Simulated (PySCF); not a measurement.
Electronic structure of Fe⁻ (iron, charge -1) at the UHF level

Configuration: [Ar] 3d7 4s2, high-spin 4F determinant. Computed with PySCF 2.14 in dyall-av2z (16s12p7d2f, 101 functions), with the non-relativistic Hamiltonian (point nucleus).

```json
{
 "Total energy": "-1262.362837 hartree",
 "One-electron energy": "-1753.7046 hartree",
 "Hartree (Coulomb) energy": "545.9339 hartree",
 "Exchange energy": "-54.5922 hartree",
 "Kinetic energy": "1262.36414 hartree",
 "⟨S²⟩": "4.0239",
 "⟨L²⟩": "12.032",
 "Sum of ⟨r⟩": "28.02 bohr",
 "Sum of ⟨r²⟩": "96.58 bohr²",
 "Density at the nucleus (Gaussians lack the cusp)": "11800 bohr⁻³",
 "Spin density at the nucleus": "0.768 bohr⁻³",
 "Langevin diamagnetic susceptibility": "-76.5 ×10⁻⁶ cm³/mol"
}
```

```json
{"shell": "1s α", "electrons": "1", "mean orbital energy (eV)": "-7102.5", "spread (eV)": "0", "rms radius, mean of both spins (bohr)": "0.0684"}
{"shell": "1s β", "electrons": "1", "mean orbital energy (eV)": "-7102.5", "spread (eV)": "0", "rms radius, mean of both spins (bohr)": "0.0684"}
{"shell": "2s α", "electrons": "1", "mean orbital energy (eV)": "-859.76", "spread (eV)": "0", "rms radius, mean of both spins (bohr)": "0.292"}
{"shell": "2s β", "electrons": "1", "mean orbital energy (eV)": "-857.43", "spread (eV)": "0", "rms radius, mean of both spins (bohr)": "0.292"}
{"shell": "2p α", "electrons": "3", "mean orbital energy (eV)": "-736.78", "spread (eV)": "0", "rms radius, mean of both spins (bohr)": "0.261"}
{"shell": "2p β", "electrons": "3", "mean orbital energy (eV)": "-734.55", "spread (eV)": "0", "rms radius, mean of both spins (bohr)": "0.261"}
{"shell": "3s α", "electrons": "1", "mean orbital energy (eV)": "-106.78", "spread (eV)": "0", "rms radius, mean of both spins (bohr)": "0.886"}
{"shell": "3s β", "electrons": "1", "mean orbital energy (eV)": "-99.815", "spread (eV)": "0", "rms radius, mean of both spins (bohr)": "0.886"}
{"shell": "3p α", "electrons": "3", "mean orbital energy (eV)": "-69.061", "spread (eV)": "0", "rms radius, mean of both spins (bohr)": "0.950"}
{"shell": "3p β", "electrons": "3", "mean orbital energy (eV)": "-60.720", "spread (eV)": "0", "rms radius, mean of both spins (bohr)": "0.950"}
{"shell": "3d α", "electrons": "5", "mean orbital energy (eV)": "-7.727", "spread (eV)": "1.256", "rms radius, mean of both spins (bohr)": "1.40"}
{"shell": "3d β", "electrons": "2", "mean orbital energy (eV)": "-4.099", "spread (eV)": "0", "rms radius, mean of both spins (bohr)": "1.40"}
{"shell": "4s α", "electrons": "1", "mean orbital energy (eV)": "-1.616", "spread (eV)": "0", "rms radius, mean of both spins (bohr)": "6.14"}
{"shell": "4s β", "electrons": "1", "mean orbital energy (eV)": "0.048", "spread (eV)": "0", "rms radius, mean of both spins (bohr)": "6.14"}
```

⟨S²⟩ = 4.02 against 3.75 shows spin contamination. At UHF the highest occupied level has a positive energy, so only the finite basis holds that electron.

Spin-orbit constants ζ (cm⁻¹) from the X2C one-electron operator on these orbitals (non-relativistic here): bare nucleus, nucleus screened by l(l+1)(2l+1)/3 electrons, and screened by the Breit-Pauli mean field of the electrons.

```csv
shell,bare,screened nucleus,mean field
2p,67920,62690,60240
3p,7970,7357,7014
3d,689.8,424.5,378.3
```

To first order the Landé constant is A = -126.1 cm⁻¹, so the lowest level has J = 9/2 and lies 0.0704 eV below the centre of the term. This holds in LS coupling only.
